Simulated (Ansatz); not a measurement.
B9N9 (the lowest singlet isomer of a short search), 18 atoms. Hardware: 4 threads of Arm Neoverse V2 on a shared host.

Correlated methods freeze 18 core orbitals.

How many basis functions does each of these Ansatz runs have, and roughly what does it cost? HF/STO-3G, charge 0 singlet, energy; PBE0-D4/def2-SVP, charge -1 doublet at the geometry of the charge 0 singlet, energy; r2SCAN-D4/def2-TZVP, charge 0 singlet, energy, from earlier orbitals; MP2/def2-SVP, charge 0 singlet, energy, from earlier orbitals; PBE-D4/def2-SVP, charge 1 doublet at the geometry of the charge 0 singlet, energy, from earlier orbitals; r2SCAN-D4/def2-SVP, charge 0 triplet at the geometry of the charge 0 singlet, energy, from earlier orbitals; r2SCAN-D4/def2-SVP, charge 0 singlet, relaxation, 3 steps; PBE0-D4/def2-SVP, charge 0 singlet, energy, from earlier orbitals; PBE-D4/def2-SVP, charge 0 singlet, energy, from earlier orbitals; PBE-D4/def2-SVP, charge 0 triplet at the geometry of the charge 0 singlet, energy, from earlier orbitals; PBE-D4/def2-SVP, charge -1 doublet at the geometry of the charge 0 singlet, energy, from earlier orbitals; RPA@PBE/def2-SVP, charge 0 singlet, energy, from earlier orbitals.

Other jobs shared the machine, so times can vary by a factor of up to 3. A dash marks memory too small to be measured apart from the calling script's.

| run | functions | fitting or Cholesky vectors | wall time | peak host memory (GiB) |
| --- | --- | --- | --- | --- |
| HF/STO-3G, charge 0 singlet, energy | 90 | 1223 | 0.75 s | – |
| PBE-D4/def2-SVP, charge 0 singlet, energy, from earlier orbitals | 252 | 2934 | 4.7 s | – |
| MP2/def2-SVP, charge 0 singlet, energy, from earlier orbitals | 252 | 2556 | 7.5 s | – |
| PBE0-D4/def2-SVP, charge 0 singlet, energy, from earlier orbitals | 252 | 2934 | 9.5 s | 1.1 |
| RPA@PBE/def2-SVP, charge 0 singlet, energy, from earlier orbitals | 252 | 2556 | 13 s | – |
| r2SCAN-D4/def2-SVP, charge 0 singlet, relaxation, 3 steps | 252 | 2934 | 18 s | – |
| r2SCAN-D4/def2-TZVP, charge 0 singlet, energy, from earlier orbitals | 558 | 2916 | 21 s | 1.6 |
| PBE-D4/def2-SVP, charge -1 doublet at the geometry of the charge 0 singlet, energy, from earlier orbitals | 252 | 2934 | 24 s | 1.1 |
| PBE-D4/def2-SVP, charge 1 doublet at the geometry of the charge 0 singlet, energy, from earlier orbitals | 252 | 2934 | 42 s | 1.1 |
| PBE-D4/def2-SVP, charge 0 triplet at the geometry of the charge 0 singlet, energy, from earlier orbitals | 252 | 2934 | 57 s | 1.1 |
| PBE0-D4/def2-SVP, charge -1 doublet at the geometry of the charge 0 singlet, energy | 252 | 2556 | 72 s | 1.6 |
| r2SCAN-D4/def2-SVP, charge 0 triplet at the geometry of the charge 0 singlet, energy, from earlier orbitals | 252 | 2934 | 98 s | 1.2 |
